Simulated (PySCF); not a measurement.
## Molecular orbitals of LaC

PBE0 at R = 1.936 Å; basis La x2c-SVPall, C x2c-SVPall; spin-free X2C with a Gaussian nucleus; PySCF 2.14. State: quartet, about 0.1 electrons in the 4f shell (Mulliken), a second solution, started from another occupation. Only the outer orbitals are listed, counted within each symmetry.

```json
{"spin": "α", "orbital": "12σ", "occ.": "1", "ε (eV)": "-24.77", "on La (%)": "86", "main shells (%)": "85 La p, 10 C s"}
{"spin": "α", "orbital": "6π", "occ.": "1", "ε (eV)": "-23.30", "on La (%)": "99", "main shells (%)": "99 La p"}
{"spin": "α", "orbital": "6π", "occ.": "1", "ε (eV)": "-23.06", "on La (%)": "100", "main shells (%)": "100 La p"}
{"spin": "α", "orbital": "13σ", "occ.": "1", "ε (eV)": "-13.38", "on La (%)": "24", "main shells (%)": "76 C s, 10 La d, 10 La p"}
{"spin": "α", "orbital": "7π", "occ.": "1", "ε (eV)": "-7.18", "on La (%)": "33", "main shells (%)": "67 C p, 28 La d"}
{"spin": "α", "orbital": "14σ", "occ.": "1", "ε (eV)": "-6.39", "on La (%)": "41", "main shells (%)": "53 C p, 31 La d"}
{"spin": "α", "orbital": "7π", "occ.": "1", "ε (eV)": "-6.24", "on La (%)": "39", "main shells (%)": "61 C p, 34 La d"}
{"spin": "α", "orbital": "15σ", "occ.": "1", "ε (eV)": "-3.85", "on La (%)": "98", "main shells (%)": "78 La s, 11 La d, 10 La p"}
{"spin": "α", "orbital": "3δ", "occ.": "0", "ε (eV)": "-1.56", "on La (%)": "100", "main shells (%)": "100 La d"}
{"spin": "α", "orbital": "3δ", "occ.": "0", "ε (eV)": "-1.55", "on La (%)": "100", "main shells (%)": "94 La d"}
{"spin": "α", "orbital": "8π", "occ.": "0", "ε (eV)": "-1.05", "on La (%)": "96", "main shells (%)": "69 La p, 26 La d"}
{"spin": "β", "orbital": "12σ", "occ.": "1", "ε (eV)": "-23.69", "on La (%)": "91", "main shells (%)": "90 La p"}
{"spin": "β", "orbital": "6π", "occ.": "1", "ε (eV)": "-22.81", "on La (%)": "100", "main shells (%)": "100 La p"}
{"spin": "β", "orbital": "6π", "occ.": "1", "ε (eV)": "-22.68", "on La (%)": "100", "main shells (%)": "100 La p"}
{"spin": "β", "orbital": "13σ", "occ.": "1", "ε (eV)": "-10.99", "on La (%)": "26", "main shells (%)": "74 C s, 13 La d"}
{"spin": "β", "orbital": "7π", "occ.": "1", "ε (eV)": "-5.59", "on La (%)": "44", "main shells (%)": "56 C p, 39 La d"}
{"spin": "β", "orbital": "7π", "occ.": "0", "ε (eV)": "-2.87", "on La (%)": "54", "main shells (%)": "51 La d, 45 C p"}
{"spin": "β", "orbital": "14σ", "occ.": "0", "ε (eV)": "-2.28", "on La (%)": "66", "main shells (%)": "41 La d, 28 C p, 14 La s"}
{"spin": "β", "orbital": "15σ", "occ.": "0", "ε (eV)": "-1.62", "on La (%)": "90", "main shells (%)": "67 La s, 20 La p, 9 C p"}
```

Which are the highest filled and the lowest empty level, where do they sit, and how wide is the gap?

Highest filled α 15σ at -3.85 eV (in %: 78 La s, 11 La d, 10 La p); lowest empty β 7π at -2.87 eV (in %: 51 La d, 45 C p); the gap at PBE0 is 0.98 eV.

| Quantity | Value |
| --- | --- |
| bond order (Mayer) | 2.29 |
| ⟨S²⟩ | 3.756 |
| charge on La (Mulliken, basis-dependent) | 0.21 |
| charge on La (Löwdin, basis-dependent) | 0.12 |
| dipole moment (positive dipole means La(−)C(+)) | -3.00 D |

Spin–orbit coupling is left out.
